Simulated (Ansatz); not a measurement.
One change: `C[SiH](O)I` becomes `C[SiH](O)CS`.

Ansatz, PBE0-D4/def2-TZVP geometries, multiplicity 1. Each molecule was computed in one conformer, which needn't be the lowest.

Elements past krypton have def2 core potentials.

```
                                      property  `C[SiH](O)I`
       HOMO–LUMO gap (ωB97M-V/def2-TZVPP) / eV         11.52
         HOMO energy (ωB97M-V/def2-TZVPP) / eV         -9.67
            HOMO energy (PBE0/def2-TZVPP) / eV         -7.54
         HOMO–LUMO gap (B3LYP/def2-TZVPP) / eV          7.08
             HOMO energy (PBE/def2-TZVPP) / eV         -6.39
size of the dipole moment (PBE/def2-TZVPP) / D          1.92
```

Task: What does the change do to each property? (Best estimate.)

Result: Ansatz gave: 
```tsv
property	`C[SiH](O)CS`	shift
HOMO–LUMO gap (ωB97M-V/def2-TZVPP) / eV	11.15	-0.37
HOMO energy (ωB97M-V/def2-TZVPP) / eV	-9.18	0.49
HOMO energy (PBE0/def2-TZVPP) / eV	-6.97	0.57
HOMO–LUMO gap (B3LYP/def2-TZVPP) / eV	6.71	-0.37
HOMO energy (PBE/def2-TZVPP) / eV	-5.75	0.64
size of the dipole moment (PBE/def2-TZVPP) / D	1.57	-0.35
```

With PBE0 the HOMO rises by 0.57 eV and the LUMO rises by 0.21 eV, so the gap narrows by about 0.36 eV. PBE moves the HOMO by 0.64 eV and ωB97M-V by 0.49 eV. Dipoles are sizes alone; their direction can turn.

B3LYP here is the variant with VWN-RPA as its local correlation; programs differ in this.

Spin–orbit coupling is left out; it splits and shifts lone-pair levels of the heavy atoms by tenths of an eV.
